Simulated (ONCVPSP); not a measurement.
## Reading a pseudo-wave (tantalum (Ta))

Columns: radius, all-electron u(r) and pseudo u(r) of the 5s shell (level -73.03 eV) of tantalum in the configuration [Kr] 4d10 4f14 5s2 5p6 5d3 6s2; PBEsol, scalar-relativistic, ONCV scheme, ONCVPSP 4.0.1.

| r (bohr) | all-electron | pseudo |
| --- | --- | --- |
| 0.145 | 0.4107 | 0.0528 |
| 0.290 | -0.4079 | 0.1720 |
| 0.435 | -0.4835 | 0.3803 |
| 0.580 | 0.1854 | 0.6422 |
| 0.725 | 0.7753 | 0.8859 |
| 0.870 | 1.0722 | 1.0443 |
| 1.015 | 1.1303 | 1.0866 |
| 1.160 | 1.0484 | 1.0243 |
| 1.305 | 0.9035 | 0.8955 |
| 1.450 | 0.7430 | 0.7415 |
| 1.595 | 0.5921 | 0.5919 |
| 1.740 | 0.4613 | 0.4612 |
| 1.885 | 0.3537 | 0.3536 |
| 2.030 | 0.2680 | 0.2679 |
| 2.175 | 0.2012 | 0.2011 |
| 2.320 | 0.1500 | 0.1499 |
| 2.465 | 0.1112 | 0.1111 |
| 2.610 | 0.0821 | 0.0820 |
| 2.755 | 0.0603 | 0.0603 |
| 2.900 | 0.0442 | 0.0442 |
| 3.045 | 0.0324 | 0.0323 |
| 3.190 | 0.0236 | 0.0236 |
| 3.335 | 0.0172 | 0.0172 |
| 3.480 | 0.0125 | 0.0125 |
| 3.625 | 0.0091 | 0.0091 |
| 3.770 | 0.0066 | 0.0066 |

(1) How many radial nodes do the two functions have?

(2) At about which radius was the pseudo-wave matched?

(3) Where does each function peak?

(4) Is the pseudo-wave norm-conserving?

Answers

(1) The all-electron 5s function has n − l − 1 = 4 (the table is too coarse to show those close to the nucleus); the pseudo-wave has 0, since the states of the same l below it are removed with the core.

(2) 1.70 bohr, where the columns begin to agree (steps of 0.14 bohr).

(3) Outermost all-electron maximum near 1.01 bohr, pseudo maximum near 1.01 bohr (to the table’s step).

(4) Yes: the ONCV scheme keeps the norm inside the radius equal to the all-electron one, which fixes the energy derivative of the logarithmic derivative at the level.
